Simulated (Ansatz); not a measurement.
`[OH][Ge]([OH])([OH])[Cl]` + `N[SiH]([SiH3])Br` → `[OH][Ge]([OH])([SiH3])[Cl]` + `N[SiH](O)Br`  (redistribution)

Gas-phase electronic energies from Ansatz, PBE0-D4/def2-TZVP geometries. CCSD(T)/CBS adds triple-zeta CCSD(T) − MP2 to the extrapolated MP2 energy (def2 sets, frozen cores). DFT in def2-TZVPP. For Br, Ge outer-core shells are correlated without core-valence functions, which leaves a few kJ/mol of doubt a bond. Scalar relativity is left out up to krypton. Each species was taken in one conformer, which may not be the lowest.

Problem. Is it downhill or uphill in electronic energy at CCSD(T)/CBS, and by how much? (Best estimate.)

Solution. Ansatz gave: Downhill: ΔE = -21.8 kcal/mol.

Problem. What do these levels give: PBE0-D4, B2PLYP, PBE, PBE0, MP2/def2-QZVPP, MP2/CBS(def2)? (Estimate.)

Solution. Ansatz gave: PBE0-D4 -20.4, B2PLYP -21.9, PBE -20.3, PBE0 -20.5, MP2/def2-QZVPP -22.2, MP2/CBS(def2) -22.8 kcal/mol.

Largest T1 diagnostic among the species: 0.012.
